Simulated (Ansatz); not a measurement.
Basis sets compared for pyrene, `c1cc2ccc3cccc4ccc(c1)c2c34`. Charge 0, multiplicity 1. Geometry r2SCAN-D4/def2-SVP. Ansatz on 4 threads of AMD EPYC 7R43 on a shared host; times are rough, and most runs start from earlier orbitals.

```xyz
26

C    -2.196   -0.665    2.680
C    -1.257   -1.626    2.300
C    -0.370   -1.384    1.235
C     0.608   -2.347    0.816
C     1.459   -2.089   -0.223
C     1.409   -0.845   -0.937
C     2.274   -0.556   -2.009
C     2.196    0.665   -2.680
C     1.257    1.626   -2.301
C     0.370    1.384   -1.235
C    -0.608    2.347   -0.816
C    -1.459    2.089    0.223
C    -1.409    0.845    0.937
C    -2.274    0.556    2.009
C    -0.443   -0.134    0.541
C     0.443    0.134   -0.541
H    -2.877   -0.872    3.511
H    -1.201   -2.582    2.831
H     0.660   -3.301    1.350
H     2.200   -2.834   -0.529
H     3.013   -1.306   -2.311
H     2.877    0.871   -3.511
H     1.200    2.581   -2.832
H    -0.659    3.301   -1.349
H    -2.199    2.835    0.530
H    -3.013    1.305    2.311
```

Binding counts from free atoms (C triplet, H doublet) in the same basis, without a counterpoise term.

```json
{"level": "PBE-D4/def2-SVP", "functions": "274", "energy (Eh)": "-614.5976", "HOMO (eV)": "-5.02", "LUMO (eV)": "-2.39", "binding per atom (eV)": "5.85", "wall time": "6.5 s"}
{"level": "PBE0-D4/def2-SVP", "functions": "274", "energy (Eh)": "-614.6514", "HOMO (eV)": "-5.80", "LUMO (eV)": "-1.72", "binding per atom (eV)": "5.73", "wall time": "12 s"}
```

Q: Estimate the rows for PBE-D4/def2-TZVP (with forces), PBE0-D4/def2-TZVP (with forces).

A: 
```csv
level,functions,energy (Eh),HOMO (eV),LUMO (eV),binding per atom (eV),wall time
PBE-D4/def2-TZVP (with forces),556,-615.2341,-5.07,-2.45,5.76,21 s
PBE0-D4/def2-TZVP (with forces),556,-615.2826,-5.80,-1.75,5.64,58 s
```
